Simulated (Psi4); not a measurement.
**BF3 (SMILES FB(F)F): the vertical ionisation energy from total energies**

BF3 has 4 atoms, charge 0, and is taken as a singlet. As SMILES, `FB(F)F`. Geometry: relaxed at PBE0-D4/def2-TZVP.

Both states at this one shape; open shells run unrestricted unless said. 1 Eh = 27.2114 eV.

```
             level  program  singlet BF3 (Eh)  doublet [BF3]+ (Eh)  HOMO of the first (eV)
    HF/aug-cc-pVDZ     Psi4       -323.222719          -322.614795                  -18.09
revPBE/aug-cc-pVDZ     Psi4       -324.476989          -323.947773                  -10.00
```

Q: Work out the vertical ionisation energy at each level.

A: 
1. HF/aug-cc-pVDZ: -322.614795 − (-323.222719) = 0.607924 Eh = 16.54 eV; −ε(HOMO) = 18.09 eV.
2. revPBE/aug-cc-pVDZ: -323.947773 − (-324.476989) = 0.529216 Eh = 14.40 eV; −ε(HOMO) = 10.00 eV.

No measured value is set beside it here; the levels span 14.40 to 16.54 eV. In Hartree–Fock, −ε(HOMO) (Koopmans) exceeds the difference of totals by the orbital relaxation of the ion. In semi-local functionals −ε(HOMO) lies far under the ionisation energy, a result of self-interaction, while the difference of totals does much better.
